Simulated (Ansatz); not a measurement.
Geometry optimisation, RKS r2SCAN/6-31G* (Ansatz 0.2.0).

Input file:

```yaml
crystal:
  periodic: [false, false, false]
  atoms:
    - { symbol: C, position_ang: [-1.1357, 1.1362, -0.1126] }
    - { symbol: B, position_ang: [-0.5248, -0.2083, -0.5321] }
    - { symbol: C, position_ang: [0.7194, -0.7712, 0.2351] }
    - { symbol: O, position_ang: [0.5454, -0.8655, 1.6146] }
    - { symbol: S, position_ang: [2.1691, 0.3385, 0.0005] }
    - { symbol: H, position_ang: [-0.4492, 2.0174, -0.2571] }
    - { symbol: H, position_ang: [-1.4818, 1.1444, 0.9398] }
    - { symbol: H, position_ang: [-2.0272, 1.3916, -0.7763] }
    - { symbol: H, position_ang: [-0.9974, -0.829, -1.3582] }
    - { symbol: H, position_ang: [1.0272, -1.7676, -0.1437] }
    - { symbol: H, position_ang: [-0.0634, -1.7101, 1.764] }
    - { symbol: H, position_ang: [2.2954, 0.0683, -1.3401] }
basis:
  gaussian: { orbitals: "6-31G*" }
hamiltonian:
  xc: r2scan
relax:
  f_tol: 0.015
  max_steps: 40
```

Run as:

```bash
$ ansatz run input.yaml --threads 2 --pin off --max-ram 3072MiB --backend cpu --events-out ev --progress --plain --runs-dir out
```

Where does it end, and by what steps?

The forces met the threshold. After 19 steps the energy has fallen by 1.180 eV; H11 moved furthest, 1.14 Å. Joined: B2–S5.

```json
{"step": "0", "energy less start (eV)": "0.0000", "largest force component (eV/Å)": "2.465", "accepted": "yes"}
{"step": "1", "energy less start (eV)": "-0.3799", "largest force component (eV/Å)": "0.961", "accepted": "yes"}
{"step": "2", "energy less start (eV)": "-0.4690", "largest force component (eV/Å)": "0.455", "accepted": "yes"}
{"step": "3", "energy less start (eV)": "-0.5430", "largest force component (eV/Å)": "0.432", "accepted": "yes"}
{"step": "4", "energy less start (eV)": "-0.6161", "largest force component (eV/Å)": "0.514", "accepted": "yes"}
{"step": "5", "energy less start (eV)": "-0.6780", "largest force component (eV/Å)": "0.469", "accepted": "yes"}
{"step": "6", "energy less start (eV)": "-0.7002", "largest force component (eV/Å)": "0.920", "accepted": "yes"}
{"step": "7", "energy less start (eV)": "-0.7500", "largest force component (eV/Å)": "0.664", "accepted": "yes"}
{"step": "8", "energy less start (eV)": "-0.8231", "largest force component (eV/Å)": "0.547", "accepted": "yes"}
{"step": "9", "energy less start (eV)": "-0.8546", "largest force component (eV/Å)": "1.921", "accepted": "yes"}
{"step": "10", "energy less start (eV)": "-0.9337", "largest force component (eV/Å)": "1.510", "accepted": "yes"}
{"step": "11", "energy less start (eV)": "-1.0301", "largest force component (eV/Å)": "0.698", "accepted": "yes"}
{"step": "12", "energy less start (eV)": "-1.0869", "largest force component (eV/Å)": "0.321", "accepted": "yes"}
{"step": "13", "energy less start (eV)": "-1.0636", "largest force component (eV/Å)": "2.068", "accepted": "no"}
{"step": "14", "energy less start (eV)": "-1.1374", "largest force component (eV/Å)": "0.595", "accepted": "yes"}
{"step": "15", "energy less start (eV)": "-1.1715", "largest force component (eV/Å)": "0.593", "accepted": "yes"}
{"step": "16", "energy less start (eV)": "-1.1706", "largest force component (eV/Å)": "0.391", "accepted": "no"}
{"step": "17", "energy less start (eV)": "-1.1788", "largest force component (eV/Å)": "0.112", "accepted": "yes"}
{"step": "18", "energy less start (eV)": "-1.1793", "largest force component (eV/Å)": "0.064", "accepted": "yes"}
{"step": "19", "energy less start (eV)": "-1.1797", "largest force component (eV/Å)": "0.012", "accepted": "yes"}
```

```xyz
12
Properties=species:S:1:pos:R:3
C -1.094 1.050 0.046
B -0.117 0.001 -0.659
C 0.465 -1.151 0.215
O 0.236 -1.316 1.528
S 1.848 0.433 -0.239
H -1.107 2.002 -0.499
H -0.848 1.305 1.091
H -2.125 0.668 0.039
H -0.218 -0.217 -1.837
H 1.001 -2.020 -0.169
H -0.380 -0.613 1.808
H 2.414 -0.198 -1.290
```

Whether the end is a true minimum wasn't checked by a vibrational analysis.

Run time: 80 s on 2 threads of Arm Neoverse V1, on a shared host, peak memory 0.17 GiB.
